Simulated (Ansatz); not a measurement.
Isolated molecules relaxed with PBE0-D4/def2-TZVP in Ansatz; ΔE leaves out vibrations. CBS: MP2 limit from def2 TZ/QZ plus the TZ coupled-cluster correction, frozen cores. DFT in def2-TZVPP. def2 core potentials past Kr. For Cd, Mo outer-core shells are correlated without core-valence functions, which leaves a few kJ/mol of doubt a bond. One conformer a species, not always the lowest.

Consider the redistribution: `C[O][Cd][CH3]` + `[OH][Mo]([F])([F])(=[S])[Cl]` → `[CH3][Cd][F]` + `C[O][Mo]([OH])([F])(=[S])[Cl]`.

`C[O][Cd][CH3]`:

```xyz
10

C    -2.070    0.894    0.890
O    -0.983    0.110    1.274
Cd    0.538   -0.356    0.102
C     2.205   -0.928   -1.014
H    -1.787    1.913    0.582
H    -2.754    0.998    1.742
H    -2.653    0.456    0.065
H     3.107   -0.489   -0.587
H     2.097   -0.585   -2.044
H     2.300   -2.014   -1.010
```

`[OH][Mo]([F])([F])(=[S])[Cl]`:

```xyz
7

O    -0.903    0.298    1.192
Mo    0.063   -0.085   -0.336
F     1.574   -0.679   -1.210
F    -0.084   -1.877    0.124
S    -1.286    0.320   -1.848
Cl    1.254    1.839   -0.026
H    -0.619    0.185    2.105
```

`[CH3][Cd][F]`:

Cartesian coordinates in Å:
```
C 0.141 0.793 -0.218
Cd -0.211 -1.183 0.325
F -0.540 -3.033 0.834
H -0.807 1.294 -0.413
H 0.661 1.308 0.590
H 0.755 0.822 -1.118
```

`C[O][Mo]([OH])([F])(=[S])[Cl]`:

```xyz
11

C     1.462   -0.414    1.043
O     0.246    0.270    0.941
Mo   -0.924    0.604   -0.420
O    -0.955   -1.285   -0.596
F    -1.537    0.498   -2.186
S    -2.601    1.338    0.572
Cl    0.371    2.338   -1.155
H     1.358   -1.402    0.585
H     2.243    0.152    0.524
H     1.720   -0.515    2.098
H    -1.383   -1.584   -1.406
```

(1) Is it downhill or uphill in electronic energy at CCSD(T)/CBS, and by how much? (Best estimate.)

(2) What do these levels give: r2SCAN-D4, r2SCANh-D4, ωB97M-V, BLYP, r2SCAN0, BHLYP, CAM-B3LYP, SCS-MP2/def2-TZVPP, CCSD/def2-TZVPP, CCSD(T)/def2-TZVPP, HF/def2-QZVPP, MP2/CBS(def2)? (An estimate is asked.)

Largest T1 diagnostic among the species: 0.025, so the coupled-cluster value is less sure than usual.

## Answers

(1) The calculation gave: Downhill: ΔE = -16.8 kcal/mol.

(2) Computed: r2SCAN-D4 -14.5, r2SCANh-D4 -14.7, ωB97M-V -13.8, BLYP -13.0, r2SCAN0 -14.5, BHLYP -14.1, CAM-B3LYP -13.5, SCS-MP2/def2-TZVPP -16.0, CCSD/def2-TZVPP -14.8, CCSD(T)/def2-TZVPP -15.6, HF/def2-QZVPP -13.7, MP2/CBS(def2) -18.1 kcal/mol.

Leaving LDA and LC-ωPBE aside and taking each functional with its dispersion term where it has one, the values, not all of them listed here, spread over 1.7 kcal/mol, from PBE-QIDH to ωB97M-V. LDA lies −1.0 kcal/mol from PBE without D4. From BLYP to BHLYP (50 % exact exchange), in def2-TZVPP and without D4, ΔE moves by −1.1 kcal/mol. The D4 term adds −1.3 kcal/mol with B3LYP and −0.8 kcal/mol with PBE0; it sums over pairs of atoms, weighted by their polarisabilities, and B3LYP, whose exchange is more repulsive, gets the larger term.

B3LYP here is the variant with VWN-RPA as its local correlation; programs differ in this.
